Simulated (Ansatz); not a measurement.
```yaml
crystal:
  periodic: [false, false, false]
  atoms:
    - {symbol: Si, position_ang: [-1.232624, 0.661499, 1.737748]}
    - {symbol: O, position_ang: [-0.384547, 0.140005, 0.438451]}
    - {symbol: Si, position_ang: [1.085497, 0.283331, -0.298925]}
    - {symbol: B, position_ang: [1.087565, -0.885312, -1.921020]}
    - {symbol: S, position_ang: [-0.334609, -1.834272, -2.336942]}
    - {symbol: H, position_ang: [-1.404678, 2.137156, 1.685801]}
    - {symbol: H, position_ang: [-2.562003, 0.003921, 1.705685]}
    - {symbol: H, position_ang: [-0.527233, 0.300375, 2.995543]}
    - {symbol: H, position_ang: [2.154285, -0.112258, 0.664026]}
    - {symbol: H, position_ang: [1.315906, 1.714180, -0.653223]}
    - {symbol: H, position_ang: [2.012758, -1.001006, -2.666962]}
    - {symbol: H, position_ang: [-1.133418, -1.462717, -1.316284]}
basis:
  gaussian: {orbitals: aug-cc-pVTZ}
total_charge: -1
magnetization: {spin_polarized: false, initial_magnetization: 1}
hamiltonian: {xc: {name: HF}}
correlation: {method: rpa}
```

```sh
$ ansatz run in.yaml --threads 4 --pin off --events-out ev --progress --plain --max-ram 10444MiB
```

Shortened log:

```
Functional definition: HF
2254 factors; integrals over basis functions are off by at most 1.5e-3 eV
mean field evaluation 1: about -29362.7304 eV, gradient 2.9e1 eV
mean field evaluation 2: about -29362.7494 eV, gradient 2.9e1 eV
mean field evaluation 4: about -29365.7462 eV, gradient 5.7e0 eV
mean field evaluation 8: about -29365.9879 eV, gradient 7.7e-1 eV
mean field evaluation 16: about -29365.9998 eV, gradient 7.0e-4 eV
mean field evaluation 32: about -29365.9998 eV, gradient 7.7e-8 eV
mean field -29366.01173509 eV, -1079.1810262669 hartree, gradient 2.0e-6 eV, S^2 0.750000; 21 other end points of the search recorded, 0 dependent functions left out
17 core orbitals not correlated: weight in the atoms' cores, before any rotation towards them, 1.000 or more for the frozen orbitals, at most 0.000 for the correlated occupied ones
reference -29366.01173509 eV, -1079.1810262669 hartree; 16, 15 occupied and 370, 371 virtual orbitals, 2254 factors
Total energy: -29393.39937235 eV, -1080.1875033720 hartree
```

Run time 6.1 min (4 threads of an Arm Neoverse V1 on a shared host); peak host memory 2.5 GiB.
